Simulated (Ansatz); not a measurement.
Reaction (formal exchange of groups at the Si–Ge bond): `[SiH3][GeH2][SiH2][GeH2][GeH3]` + GeH₄ → `[GeH3][SiH2][GeH2][GeH3]` + `[SiH3][GeH3]`

Gas-phase electronic energies from Ansatz, PBE0-D4/def2-TZVP geometries. CCSD(T)/CBS adds triple-zeta CCSD(T) − MP2 to the extrapolated MP2 energy (def2 sets, frozen cores). DFT in def2-TZVPP. For Ge outer-core shells are correlated without core-valence functions, which leaves a few kJ/mol of doubt a bond. Scalar relativity is left out up to krypton. Each species was taken in one conformer, which may not be the lowest.

```tsv
level	ΔE (kJ/mol)	difference from CCSD(T)/CBS
PBE-D4	8.4	-0.6
revPBE-D4	9.4	0.4
B97M-V	6.6	-2.4
r2SCANh-D4	7.4	-1.6
BHLYP-D4	9.8	0.8
CAM-B3LYP-D4	7.5	-1.5
PBE-QIDH	7.1	-1.9
revPBE	-0.4	-9.4
r2SCAN	5.1	-3.9
PBE0	3.0	-6.0
BHLYP	0.8	-8.2
RPA@PBE/def2-TZVPP	8.8	-0.2
CCSD(T)/def2-SVP	10.0	1.0
MP2/def2-TZVPP	11.4	2.4
CCSD(T)/def2-TZVPP	8.9	-0.1
CCSD/CBS(def2)	7.1	-1.9
CCSD(T)/CBS	9.0	0
```

Largest T1 diagnostic among the species: 0.012.

The D4 term adds +9.4 kJ/mol with B3LYP and +5.7 kJ/mol with PBE0; it sums over pairs of atoms, weighted by their polarisabilities, and B3LYP, whose exchange is more repulsive, gets the larger term. Leaving LDA and LC-ωPBE aside and taking each functional with its dispersion term where it has one, the values, not all of them listed here, spread over 5.7 kJ/mol, from B2PLYP to BHLYP-D4. LDA lies +4.4 kJ/mol from PBE without D4. In def2-TZVPP, CCSD(T) changes the Hartree–Fock value by +9.6 kJ/mol (the triples alone add +1.9 kJ/mol) and MP2 by +12.1 kJ/mol.

B3LYP here is the variant with VWN-RPA as its local correlation; programs differ in this.
